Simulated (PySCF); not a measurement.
A mixed set of molecules.

All values: CAM-B3LYP/def2-SVPD (PySCF) at PBE0-D3(BJ)/def2-SVP geometries, gas phase, one conformer each. Core orbitals are frozen in the response; Δα² is half the sum of the squared differences of the principal polarisabilities. The calculation is non-relativistic, for germanium too.

Question: Rank by mean static polarisability, highest first.
A. `CCOc1ccccc1F`
B. `[CH2]1[Al@@H-]([CH3])[N+](CC1)(C)C`
C. `COCC1=CC=C(F)C=C1`
D. `C=[N][GeH2][PH2]`
E. `C1C(C1)N=C`

Answer: B (15.78 Å³), A (14.55 Å³), C (14.32 Å³), D (11.97 Å³), E (8.45 Å³).

Question: Rank by HOMO–LUMO gap, highest first.
A. `[CH3][Al@@H-]1[CH2]CC[N+]1(C)C`
B. `COCc1ccc(F)cc1`
C. `C#CCNC`
D. `C=NC1CC1`
E. `CCOc1ccccc1F`
F. `C=C1C[C@@H]1N`

Answer: D (9.67 eV), F (9.50 eV), C (9.37 eV), A (8.88 eV), B (8.73 eV), E (8.45 eV).

Question: Rank by vertical ionisation energy (ΔSCF), lowest first.
A. `c1cc(COC)ccc1F`
B. `C=[N][GeH2][PH2]`
C. `CCOc1ccccc1F`
D. `[CH3][Al@@H-]1[CH2]CC[N+]1(C)C`
E. `C=C1C[C@@H]1N`

Answer: C (8.36 eV), D (8.63 eV), A (9.02 eV), B (9.18 eV), E (9.40 eV).

All values together:

```tsv
SMILES	formula	μ (D)	HOMO (eV)	LUMO (eV)	α (Å³)	Δα (Å³)	electrons	α per electron (Å³)	ΔSCF removal energy (eV)
C=C1C[C@@H]1N	C4H7N	1.41	-8.50	1.00	8.56	3.45	38	0.225	9.40
CCOc1ccccc1F	C8H9FO	2.61	-7.71	0.74	14.55	7.81	74	0.197	8.36
[CH3][Al@@H-]1[CH2]CC[N+]1(C)C	C6H16AlN	4.28	-7.98	0.90	15.78	1.65	72	0.219	8.63
C#CCNC	C4H7N	1.21	-8.09	1.27	8.51	4.58	38	0.224	9.00
COCc1ccc(F)cc1	C8H9FO	1.44	-8.33	0.40	14.32	6.43	74	0.193	9.02
C=[N][GeH2][PH2]	CH6GeNP	1.57	-8.46	0.30	11.97	4.44	66	0.181	9.18
C=NC1CC1	C4H7N	1.44	-8.83	0.84	8.45	4.13	38	0.222	–
```

Conformers: `[CH2:1]=[C:2]1[CH2:3][C@@H:4]1[NH2:5]` with C3–C4–N5–H -148° and 93°; `[CH3:1][CH2:2][O:3][c:4]1[cH:5][cH:6][cH:7][cH:8][c:9]1[F:10]` with C1–C2–O3–C4 -79°, C2–O3–C4–C5 -5°; `[CH3:1][Al@@H-:2]1[CH2:3][CH2:4][CH2:5][N+:6]1([CH3:7])[CH3:8]` with C1–Al2–C3–C4 -108°, Al2–C3–C4–C5 -26°, C3–C4–C5–N6 51°, C4–C5–N6–C7 72°; `[CH:1]#[C:2][CH2:3][NH:4][CH3:5]` with C2–C3–N4–C5 -177°; `[CH3:1][O:2][CH2:3][c:4]1[cH:5][cH:6][c:7]([F:8])[cH:9][cH:10]1` with C1–O2–C3–C4 -70°, O2–C3–C4–C5 141°; `[CH2:1]=[N:2][GeH2:3][PH2:4]` with C1–N2–Ge3–P4 -113°, N2–Ge3–P4–H -38° and 55°; `[CH2:1]=[N:2][CH:3]1[CH2:4][CH2:5]1` with C1–N2–C3–C4 -146°.

A dash marks a removal energy that wasn't run or isn't settled.

Q: By how much does the ΔSCF value exceed −ε(HOMO) over the species that have both?

A: By 0.64 to 0.91 eV, 0.75 eV on average, over 6 species.
